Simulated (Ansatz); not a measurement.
Al2H8OSi2 (`[AlH2][SiH2][O][AlH][SiH3]`), relaxed with RKS PBE-D4/def2-SVP in Ansatz 0.2.0 from a rough embedded geometry. The force threshold is 0.03 eV/Å; the program also tests the step.

Charge 0, multiplicity 1.

Start:

```xyz
13

Al   -1.448    1.247    1.491
Si   -1.360    1.141   -0.898
O    -1.155   -0.483   -1.410
Al    0.709   -0.812   -1.360
Si    1.791   -1.617    0.489
H    -2.808    1.861    2.162
H    -0.213    0.879    2.386
H    -2.619    1.634   -1.392
H    -0.340    2.028   -1.394
H     1.469   -0.556   -2.752
H     3.176   -1.816    0.193
H     1.175   -2.900    0.930
H     1.623   -0.606    1.557
```

| step | energy (eV) | largest force (eV/Å) | largest move (Å) |
| --- | --- | --- | --- |
| 1 | -31097.8575 | 3.123 | 0.000 |
| 2 | -31098.4315 | 1.247 | 0.187 |
| 3 | -31098.5847 | 0.413 | 0.200 |
| 4 | -31098.6713 | 0.179 | 0.184 |
| 5 | -31098.7126 | 0.305 | 0.194 |
| 6 | -31098.7362 | 0.404 | 0.197 |
| 7 | -31098.7920 | 0.230 | 0.200 |
| 8 | -31098.8130 | 0.132 | 0.200 |
| 9 (rejected) | -31098.7732 | 0.360 | 0.197 |
| 10 | -31098.8200 | 0.081 | 0.097 |
| 11 | -31098.8253 | 0.038 | 0.100 |
| 15 | -31098.8329 | 0.130 | 0.108 |
| 19 | -31098.8390 | 0.059 | 0.079 |
| 23 | -31098.8470 | 0.138 | 0.142 |
| 27 | -31098.8577 | 0.039 | 0.067 |
| 31 | -31098.8686 | 0.157 | 0.044 |
| 35 | -31098.9802 | 0.252 | 0.195 |
| 39 | -31099.1378 | 0.138 | 0.048 |
| 43 | -31099.1627 | 0.141 | 0.142 |
| 47 | -31099.2473 | 0.234 | 0.191 |
| 51 | -31099.4741 | 0.326 | 0.193 |
| 55 | -31099.5298 | 0.143 | 0.195 |
| 59 | -31099.5345 | 0.031 | 0.010 |
| 60 | -31099.5345 | 0.017 | 0.007 |

End:

```xyz
13

Al   -0.966    0.292    1.118
Si   -0.768    1.583   -0.988
O    -0.505    0.253   -1.997
Al   -0.124   -1.225   -1.117
Si    1.610   -0.709    0.617
H    -1.612    0.288    2.581
H    -1.313   -1.191    0.289
H    -2.031    2.314   -1.374
H     0.363    2.582   -1.053
H    -0.253   -2.665   -1.777
H     2.643    0.376    0.470
H     2.192   -1.838    1.431
H     0.765   -0.061    1.800
```

It took 110 s on 4 threads of a server CPU on a shared host, with 0.19 GiB of host memory at the peak.
